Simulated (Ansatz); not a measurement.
Isolated molecules relaxed with PBE0-D4/def2-TZVP in Ansatz; ΔE leaves out vibrations. CCSD(T)/CBS is the MP2 limit (def2-TZVPP, def2-QZVPP) plus CCSD(T) − MP2 in def2-TZVPP, frozen cores. This one scheme is used for every species. DFT in def2-TZVPP. B3LYP here is the variant with VWN-RPA as its local correlation; programs differ in this. One conformer a species, not always the lowest.

`N[Si](O)(F)F` + `N[SiH](O)F` → `O[SiH](F)N[Si](O)(F)F` + NH₃  (ligand exchange at the Si–N bond)

`N[Si](O)(F)F`:

Cartesian coordinates in Å:
```
N 0.423 0.488 -1.008
Si 0.109 -0.112 0.535
O -1.230 -1.020 0.583
F 1.230 -1.047 1.143
F 0.032 1.149 1.491
H 0.478 -0.125 -1.805
H 0.982 1.316 -1.131
H -2.024 -0.650 0.193
```

`N[SiH](O)F`:

Z-matrix (Å, degrees):
```
Si
O 1 1.629
F 1 1.596 2 112.6
N 1 1.699 2 110.7 3 116.3
H 1 1.474 2 104.5 3 -115.6
H 2 0.959 1 117.0 3 -71.5
H 4 1.007 1 120.5 2 -153.1
H 4 1.006 1 121.6 2 56.5
```

`O[SiH](F)N[Si](O)(F)F`:

```xyz
12

O     2.455   -0.484    0.812
Si    0.832   -0.585    0.850
F     0.200    0.425    1.921
N     0.304   -0.089   -0.692
Si   -1.220    0.501   -1.157
O    -2.157    0.759    0.130
F    -1.015    1.794   -2.045
F    -2.003   -0.506   -2.086
H     2.964   -0.956    1.472
H     0.381   -1.919    1.288
H     1.025   -0.099   -1.402
H    -1.764    1.160    0.909
```

NH₃:

```xyz
4

N     0.083    0.206    0.174
H    -0.377    0.573   -0.651
H     0.864   -0.353   -0.145
H    -0.571   -0.425    0.622
```

| level | ΔE (kJ/mol) | difference from CCSD(T)/CBS |
| --- | --- | --- |
| PBE-D4 | -10.0 | -0.1 |
| r2SCAN-D4 | -10.1 | -0.2 |
| PBE0-D4 | -9.8 | 0.1 |
| B3LYP-D4 | -11.3 | -1.4 |
| ωB97X-V | -8.8 | 1.1 |
| ωB97M-V | -9.3 | 0.6 |
| B2PLYP | -5.5 | 4.4 |
| PBE | -4.2 | 5.7 |
| r2SCAN | -8.2 | 1.7 |
| PBE0 | -4.4 | 5.5 |
| B3LYP | -2.3 | 7.6 |
| HF/def2-TZVPP | -2.5 | 7.4 |
| MP2/def2-TZVPP | -9.7 | 0.2 |
| SCS-MP2/def2-TZVPP | -8.5 | 1.4 |
| CCSD/def2-TZVPP | -9.1 | 0.8 |
| CCSD(T)/def2-TZVPP | -10.8 | -0.9 |
| HF/def2-QZVPP | -2.7 | 7.2 |
| MP2/def2-QZVPP | -9.2 | 0.7 |
| SCS-MP2/def2-QZVPP | -8.0 | 1.9 |
| HF/CBS(def2) | -2.8 | 7.1 |
| MP2/CBS(def2) | -8.8 | 1.1 |
| CCSD/CBS(def2) | -8.2 | 1.7 |
| CCSD(T)/CBS | -9.9 | 0 |

Largest T1 diagnostic among the species: 0.012.

In def2-TZVPP, CCSD(T) changes the Hartree–Fock value by −8.3 kJ/mol (the triples alone add −1.6 kJ/mol) and MP2 by −7.2 kJ/mol. The D4 term adds −9.0 kJ/mol with B3LYP and −5.3 kJ/mol with PBE0; it sums over pairs of atoms, weighted by their polarisabilities, and B3LYP, whose exchange is more repulsive, gets the larger term.
